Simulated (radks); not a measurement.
Values are calculated unless marked as measured or tabulated.
Initial-state core-level shifts of neutral nickel when its valence configuration changes from [Ar] 3d8 4s2. Level of theory: non-relativistic Kohn-Sham, TPSS, spin-unpolarised, spherical densities, point nucleus; meta-GGA in the generalised Kohn-Sham scheme (a radial shooting solver on a logarithmic mesh with Libxc functionals). Shifts are changes of the shell-averaged eigenvalues in eV (positive: less bound); the change of the density at the nucleus, which sets a Mossbauer isomer shift, is in e/bohr^3, on a base of 1.496e+04.

| valence | 2s | 2p | 3s | 3p | density at nucleus |
|---|---|---|---|---|---|
| 3d7 4s2 4p1 | -9.425 | -9.350 | -8.404 | -8.226 | +4.737 |
| 3d7.5 4s2 4p0.5 | -4.560 | -4.525 | -4.136 | -4.054 | +2.262 |
| 3d8.5 4s1 4p0.5 | +2.177 | +2.139 | +1.778 | +1.699 | -6.240 |
| 3d10 | +9.607 | +9.504 | +8.868 | +8.655 | -12.211 |
| 3d8.5 4s1.5 | +3.164 | +3.131 | +2.834 | +2.762 | -4.011 |
| 3d8 4s1.5 4p0.5 | -0.968 | -0.972 | -1.022 | -1.026 | -2.361 |
| 3d8.5 4s0.5 4p1 | +1.321 | +1.278 | +0.851 | +0.767 | -8.742 |
| 3d8 4p2 | -3.398 | -3.414 | -3.625 | -3.636 | -10.737 |
| 3d9.5 4s0.5 | +8.010 | +7.926 | +7.336 | +7.158 | -10.016 |
